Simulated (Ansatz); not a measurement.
One change: `[SnH3][c]1ccccc1` becomes `[CH3][AlH][c]1ccccc1`.

Ansatz, PBE0-D4/def2-TZVP geometries, multiplicity 1. Each molecule was computed in one conformer, which needn't be the lowest.

Elements past krypton have def2 core potentials.

```json
{"property": "HOMO–LUMO gap (PBE0/def2-TZVPP) / eV", "`[SnH3][c]1ccccc1`": "6.82"}
{"property": "HOMO–LUMO gap (ωB97M-V/def2-TZVPP) / eV", "`[SnH3][c]1ccccc1`": "10.85"}
{"property": "HOMO–LUMO gap (PBE/def2-TZVPP) / eV", "`[SnH3][c]1ccccc1`": "4.96"}
{"property": "LUMO energy (ωB97M-V/def2-TZVPP) / eV", "`[SnH3][c]1ccccc1`": "1.41"}
{"property": "HOMO energy (PBE0/def2-TZVPP) / eV", "`[SnH3][c]1ccccc1`": "-7.37"}
{"property": "size of the dipole moment (PBE/def2-TZVPP) / D", "`[SnH3][c]1ccccc1`": "0.89"}
```

**Question.** What does the change do to each property? (Estimate.)

**Answer.** Ansatz gave: 
```json
{"property": "HOMO–LUMO gap (PBE0/def2-TZVPP) / eV", "`[CH3][AlH][c]1ccccc1`": "5.96", "shift": "-0.86"}
{"property": "HOMO–LUMO gap (ωB97M-V/def2-TZVPP) / eV", "`[CH3][AlH][c]1ccccc1`": "9.72", "shift": "-1.13"}
{"property": "HOMO–LUMO gap (PBE/def2-TZVPP) / eV", "`[CH3][AlH][c]1ccccc1`": "4.22", "shift": "-0.74"}
{"property": "LUMO energy (ωB97M-V/def2-TZVPP) / eV", "`[CH3][AlH][c]1ccccc1`": "0.34", "shift": "-1.07"}
{"property": "HOMO energy (PBE0/def2-TZVPP) / eV", "`[CH3][AlH][c]1ccccc1`": "-7.30", "shift": "0.07"}
{"property": "size of the dipole moment (PBE/def2-TZVPP) / D", "`[CH3][AlH][c]1ccccc1`": "0.84", "shift": "-0.05"}
```

With PBE0 the HOMO rises by 0.07 eV and the LUMO falls by 0.79 eV, so the gap narrows by about 0.86 eV. PBE moves the HOMO by 0.07 eV and ωB97M-V by 0.04 eV. Dipoles are sizes alone; their direction can turn.
